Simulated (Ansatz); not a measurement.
Basis sets compared for the cluster Nb₂P₂ (the lowest singlet isomer of a short search). Charge 0, multiplicity 1. Geometry PBE0-D4/def2-SVP. Ansatz on 4 threads of Arm Neoverse V1 on a shared host; times are rough, and most runs start from earlier orbitals.

```xyz
4

Nb   -0.868    0.193   -0.855
Nb    0.676    0.691    0.767
P    -1.200   -0.595    1.324
P     1.392   -0.289   -1.236
```

In the def2 sets Nb takes a core potential; there is no spin–orbit coupling. The structure comes from a short search, and lower isomers may exist.

Binding counts from free atoms (Nb sextet, P quartet) in the same basis, without a counterpoise term.

```
                            level  functions  energy (Eh)  HOMO (eV)  LUMO (eV)  binding per atom (eV)  wall time
                  PBE-D4/def2-SVP         98    -796.1974      -4.60      -3.00                   3.91      1.3 s
                 PBE-D4/def2-TZVP        154    -796.4633      -4.57      -2.99                   3.94      2.1 s
r2SCAN-D4/def2-TZVP (with forces)        154    -796.7067      -4.64      -2.83                   3.47      4.9 s
                 PBE0-D4/def2-SVP         98    -796.1477      -5.32      -2.27                   3.38      1.5 s
                PBE0-D4/def2-TZVP        154    -796.4120      -5.28      -2.24                   3.42      2.4 s
```

Q: Estimate the rows for PBE-D4/def2-TZVPD, r2SCAN-D4/def2-TZVPD, PBE0-D4/def2-TZVPD.

A: 
| level | functions | energy (Eh) | HOMO (eV) | LUMO (eV) | binding per atom (eV) | wall time |
| --- | --- | --- | --- | --- | --- | --- |
| PBE-D4/def2-TZVPD | 166 | -796.4639 | -4.59 | -3.01 | 3.94 | 2.1 s |
| r2SCAN-D4/def2-TZVPD | 166 | -796.7072 | -4.66 | -2.84 | 3.47 | 4.6 s |
| PBE0-D4/def2-TZVPD | 166 | -796.4126 | -5.29 | -2.26 | 3.42 | 2.3 s |
